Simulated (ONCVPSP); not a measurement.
# What one change does to a pseudopotential (hafnium (Hf), ONCV)

* Element: Hf (Z = 72)
* Generator: ONCVPSP 4.0.1
* Type: optimised norm-conserving Vanderbilt (ONCV)
* Functional: PBE
* Relativity: scalar-relativistic
* Frozen core: [Kr] 4d10
* Valence charge: 26
* Reference configuration: 4f14 5s2 5p6 5d2 (charge +2)
* Partial waves: 5s: rc 1.95 bohr, ncon 4, nbas 8, qcut 5.1 1/bohr, 1 projector; 5p: rc 2.20 bohr, ncon 4, nbas 8, qcut 5.8 1/bohr, 2 projectors, debl 2 Ha; 5d: rc 2.60 bohr, ncon 3, nbas 8, qcut 6.1 1/bohr, 2 projectors, debl 3 Ha; 4f: rc 0.95 bohr, ncon 4, nbas 9, qcut 18.2 1/bohr, 2 projectors, debl 1.9 Ha
* Local potential: polynomial inside 0.85 bohr (lpopt 5, dvloc0 4 Ha)
* Core correction: none

Change: all radii scaled by about 0.91 (s 1.76, p 2.00, d 2.36, f 0.86 bohr); local potential polynomial inside 0.76 bohr (lpopt 5, dvloc0 4 Ha).

Cutoffs: the cutoffs (Ha) at which the residual kinetic energy of the hardest occupied pseudo-wave falls to 1 and 0.1 mHa per electron; they do not see the model core or the augmentation charge, which bear on the density cutoff. Errors are all-electron minus pseudo energies relative to the spin-unpolarised reference configuration.

Q: Predict the effect on cutoff, ghosts and configuration errors.

A: The potential gets harder (144 Ha and 156 Ha → 154 Ha and 254 Ha); the bound ghosts move from d, s to s; the lowest positive-energy flag moves from p at 74.8 eV to p at 6.1 eV; of the 4 tests that both files solve, the error grows in 4 and shrinks in 0 by more than 15 % and 0.3 meV (median size 468.0 → 546.9 meV). A smaller radius makes the pseudo-wave follow the all-electron one further in, where it bends more sharply, so more plane waves are needed. That the errors move this way runs against the usual rule that smaller radii transfer better.

| quantity | base | changed |
| --- | --- | --- |
| cutoff, loose | 144 Ha | 154 Ha |
| cutoff, tight | 156 Ha | 254 Ha |
| loose cutoff by channel | s 9.5 Ha, p 11 Ha, d 11 Ha, f 144 Ha | s 12 Ha, p 10 Ha, d 12 Ha, f 154 Ha |
| bound ghosts | s, d | s |
| GHOST(+) flags under 300 eV | p at 74.8 eV | p at 6.1 eV |
| error for 4f14 5s2 5p6 5d2 6s2, meV [ΔE -22.16 eV] | +863 | +1001 |
| error for 4f14 5s2 5p6 5d2 6s1, meV [ΔE -14.18 eV] | +542 | +634 |
| error for 4f14 5s2 5p6 5d1, meV [ΔE 21.79 eV] | +1.3 | -3.6 |
| error for 4f14 5s2 5p6 5d3 6s1, meV [ΔE -19.56 eV] | +395 | +460 |

 A true bound ghost makes a file unfit for plane-wave use even where its test errors are small: the radial tests pick states by their node count and pass the ghost by.
